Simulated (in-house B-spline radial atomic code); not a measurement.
Ru III (Ru2+) is squeezed into an impenetrable sphere of radius R (the orbitals vanish at R). No spin polarisation. Level of theory: non-relativistic Hartree-Fock, average of configuration, point nucleus; calculated with a B-spline radial code for spherical atoms.

Energies in eV above the free ion in [Kr] 4d6:

| R (bohr) | highest level (eV) | [Kr] 4d6 | [Ar] 3d10 4s2 4p5 4d7 | [Ar] 3d10 4s2 4p5 4d6 4f1 | -dE/dV in [Kr] 4d6 (GPa) |
| --- | --- | --- | --- | --- | --- |
| 7.17 | -30.7 | 0.0007824 | 45.2 | 68.76 | 0.00324 |
| 6.67 | -30.7 | 0.002669 | 45.2 | 69.34 | 0.0126 |
| 5.4 | -30.6 | 0.05498 | 45.25 | 71.94 | 0.377 |
| 4.22 | -30 | 0.803 | 46.04 | 77.54 | 8.65 |
| 3.43 | -28.1 | 4.677 | 50.24 | 87.25 | 77.1 |
| 3.12 | -26.3 | 9.483 | 55.46 | 95.39 | 194 |
| 2.55 | -18.4 | 37.49 | 85.49 | 132.3 | 1260 |
| 2.2 | -6.37 | 93.99 | 145 | 197.2 | 4550 |
| 1.92 | 12.7 | 206.4 | 261.5 | 318.4 | 14000 |
| 1.21 | 207 | 1967 | 2040 | 2083 | 410000 |

Problem. Does [Ar] 3d10 4s2 4p5 4d7 fall below [Kr] 4d6 under compression?

Solution. No, it stays above over the whole range.

Problem. Does [Ar] 3d10 4s2 4p5 4d6 4f1 fall below [Kr] 4d6 under compression?

Solution. No, it stays above over the whole range.

The highest level is first positive in the row R = 1.92 bohr, pushed up by confinement above the zero of the free ion's potential. Each configuration is held fixed and needn't be the lowest in the sphere.
